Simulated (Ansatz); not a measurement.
Relaxation of Si(OMe)2Me2 (C4H12O2Si) with RKS B3LYP-D4/def2-SVP.

```sh
$ ansatz run in.yaml --threads 4 --pin off --events-out ev --progress --plain --max-ram 4787MiB
```

```yaml
crystal:
  periodic: [false, false, false]
  atoms:
    - {symbol: C, position_ang: [0.928560, 0.249080, 2.517290]}
    - {symbol: C, position_ang: [1.454350, -0.187170, -1.990650]}
    - {symbol: C, position_ang: [-1.080650, 1.538570, -0.238680]}
    - {symbol: C, position_ang: [-1.463160, -1.577420, -0.352790]}
    - {symbol: O, position_ang: [0.015900, -0.417900, 1.691400]}
    - {symbol: O, position_ang: [1.169870, -0.263590, -0.624160]}
    - {symbol: Si, position_ang: [-0.289610, -0.164260, 0.117330]}
    - {symbol: H, position_ang: [1.916870, 0.281490, 2.056120]}
    - {symbol: H, position_ang: [0.983900, -0.297110, 3.460010]}
    - {symbol: H, position_ang: [0.593470, 1.270830, 2.711730]}
    - {symbol: H, position_ang: [0.936230, -0.976470, -2.540190]}
    - {symbol: H, position_ang: [2.530930, -0.310340, -2.114890]}
    - {symbol: H, position_ang: [1.152520, 0.780310, -2.398990]}
    - {symbol: H, position_ang: [-1.413090, 1.623780, -1.269410]}
    - {symbol: H, position_ang: [-0.375130, 2.346560, -0.057790]}
    - {symbol: H, position_ang: [-1.945720, 1.714020, 0.393430]}
    - {symbol: H, position_ang: [-2.370850, -1.557820, 0.238930]}
    - {symbol: H, position_ang: [-0.993250, -2.543900, -0.201320]}
    - {symbol: H, position_ang: [-1.751150, -1.508660, -1.397360]}
basis:
  gaussian: {orbitals: def2-SVP}
hamiltonian: {xc: {name: B3LYP}, dispersion: d4}
scf: {lower_state_search: "off"}
output: {orbitals: {seedname: orbitals}}
relax: {f_tol: 0.02, max_steps: 100}
```

Hardware: 4 threads of Arm Neoverse V2 on a shared host. Wall time 18 s.

Positions (Å) and forces (eV/Å) at steps 1, 2, 3, 4, 6 of 6:

```xyz
19
step=1 energy=-16310.4397 eV
C     0.929    0.249    2.517   -0.266   -0.191   -0.194
C     1.454   -0.187   -1.991   -0.042   -0.010    0.451
C    -1.081    1.539   -0.239    0.510   -0.792    0.247
C    -1.463   -1.577   -0.353    0.658    0.727   -0.053
O     0.016   -0.418    1.691   -0.076   -0.205    0.934
O     1.170   -0.264   -0.624    0.657   -0.082   -0.113
Si   -0.290   -0.164    0.117   -1.627    0.043   -0.649
H     1.917    0.281    2.056    0.461    0.054   -0.076
H     0.984   -0.297    3.460    0.134   -0.052    0.377
H     0.593    1.271    2.712   -0.012    0.442    0.208
H     0.936   -0.976   -2.540   -0.119   -0.301   -0.376
H     2.531   -0.310   -2.115    0.342   -0.021   -0.237
H     1.153    0.780   -2.399   -0.040    0.380   -0.326
H    -1.413    1.624   -1.269   -0.137   -0.024   -0.559
H    -0.375    2.347   -0.058    0.371    0.356    0.093
H    -1.946    1.714    0.393   -0.460    0.009    0.360
H    -2.371   -1.558    0.239   -0.492    0.115    0.386
H    -0.993   -2.544   -0.201    0.325   -0.464    0.114
H    -1.751   -1.509   -1.397   -0.187    0.016   -0.587
19
step=2 energy=-16310.5474 eV
C     0.928    0.269    2.537   -0.098   -0.087   -0.116
C     1.446   -0.188   -2.000   -0.049   -0.018    0.256
C    -1.071    1.512   -0.222    0.182   -0.314    0.131
C    -1.471   -1.572   -0.382    0.286    0.258    0.069
O     0.003   -0.409    1.722    0.034   -0.101    0.625
O     1.160   -0.280   -0.628    0.518   -0.081   -0.302
Si   -0.307   -0.184    0.128   -0.847    0.183   -0.483
H     1.929    0.287    2.079    0.122    0.017   -0.030
H     0.993   -0.252    3.501    0.026   -0.018    0.093
H     0.613    1.309    2.728   -0.013    0.127    0.037
H     0.934   -0.976   -2.578   -0.045   -0.085   -0.105
H     2.528   -0.310   -2.144    0.106   -0.005   -0.054
H     1.152    0.789   -2.418   -0.025    0.118   -0.084
H    -1.388    1.595   -1.271   -0.033    0.011   -0.133
H    -0.354    2.320   -0.023    0.071    0.080    0.028
H    -1.955    1.677    0.408   -0.124    0.027    0.068
H    -2.389   -1.535    0.218   -0.142   -0.003    0.088
H    -0.993   -2.546   -0.216    0.046   -0.136    0.028
H    -1.757   -1.504   -1.440   -0.015    0.028   -0.115
19
step=3 energy=-16310.5693 eV
C     0.925    0.278    2.538   -0.009    0.007   -0.067
C     1.445   -0.191   -2.008   -0.048    0.009    0.073
C    -1.070    1.502   -0.208    0.008   -0.023   -0.007
C    -1.468   -1.573   -0.383    0.016    0.005    0.040
O    -0.013   -0.404    1.738    0.034   -0.049    0.192
O     1.160   -0.296   -0.637    0.133   -0.031   -0.100
Si   -0.321   -0.189    0.127   -0.125    0.082   -0.096
H     1.930    0.278    2.078   -0.016    0.003    0.009
H     0.991   -0.226    3.517   -0.007    0.007   -0.023
H     0.627    1.329    2.716    0.007   -0.014   -0.007
H     0.928   -0.970   -2.603    0.006    0.011    0.006
H     2.529   -0.317   -2.162   -0.013    0.002    0.008
H     1.158    0.795   -2.422    0.002   -0.012   -0.001
H    -1.360    1.604   -1.268    0.010    0.023    0.033
H    -0.354    2.309    0.024   -0.028   -0.022   -0.003
H    -1.975    1.660    0.403    0.030   -0.005   -0.027
H    -2.400   -1.532    0.205    0.016   -0.014   -0.031
H    -0.995   -2.553   -0.206   -0.018    0.028   -0.010
H    -1.736   -1.504   -1.450    0.002   -0.008    0.011
19
step=4 energy=-16310.5726 eV
C     0.927    0.284    2.518    0.013   -0.037    0.085
C     1.430   -0.188   -1.993    0.047    0.007   -0.013
C    -1.058    1.499   -0.202    0.042   -0.054    0.041
C    -1.471   -1.578   -0.385   -0.010    0.021    0.011
O    -0.020   -0.420    1.750    0.023    0.022    0.030
O     1.163   -0.314   -0.622   -0.003   -0.003   -0.037
Si   -0.325   -0.198    0.135   -0.043    0.007   -0.044
H     1.930    0.269    2.054   -0.027    0.003   -0.027
H     1.001   -0.195    3.508    0.007    0.016   -0.004
H     0.635    1.340    2.678   -0.007   -0.003   -0.032
H     0.932   -0.975   -2.594   -0.010   -0.002    0.020
H     2.516   -0.282   -2.156    0.002   -0.006   -0.006
H     1.116    0.793   -2.400   -0.016    0.002    0.021
H    -1.295    1.622   -1.271   -0.030    0.030   -0.013
H    -0.352    2.298    0.078    0.012    0.007   -0.003
H    -1.985    1.651    0.374   -0.014   -0.009   -0.027
H    -2.413   -1.534    0.185    0.005   -0.011   -0.007
H    -1.005   -2.559   -0.201   -0.001    0.012    0.002
H    -1.723   -1.511   -1.457    0.006   -0.002    0.003
19
step=6 energy=-16310.5739 eV
C     0.928    0.290    2.512   -0.004   -0.005   -0.006
C     1.431   -0.185   -1.993    0.000    0.002    0.000
C    -1.050    1.492   -0.195    0.004   -0.009   -0.002
C    -1.478   -1.582   -0.383   -0.001    0.004    0.004
O    -0.019   -0.426    1.753    0.005    0.003   -0.002
O     1.160   -0.334   -0.624   -0.002   -0.002    0.003
Si   -0.326   -0.208    0.135   -0.006    0.007   -0.003
H     1.928    0.266    2.044   -0.001    0.000    0.003
H     1.000   -0.168    3.511    0.002    0.001    0.001
H     0.635    1.349    2.645    0.001    0.000    0.000
H     0.929   -0.959   -2.605    0.000    0.002    0.000
H     2.516   -0.281   -2.157    0.000   -0.001    0.000
H     1.119    0.805   -2.379    0.001    0.001    0.000
H    -1.271    1.639   -1.266    0.001   -0.001    0.001
H    -0.351    2.288    0.112   -0.001   -0.002    0.001
H    -1.991    1.633    0.361    0.000   -0.001    0.001
H    -2.425   -1.535    0.179    0.001    0.000   -0.002
H    -1.016   -2.564   -0.191   -0.001    0.001    0.001
H    -1.719   -1.519   -1.457    0.001   -0.003    0.001
```
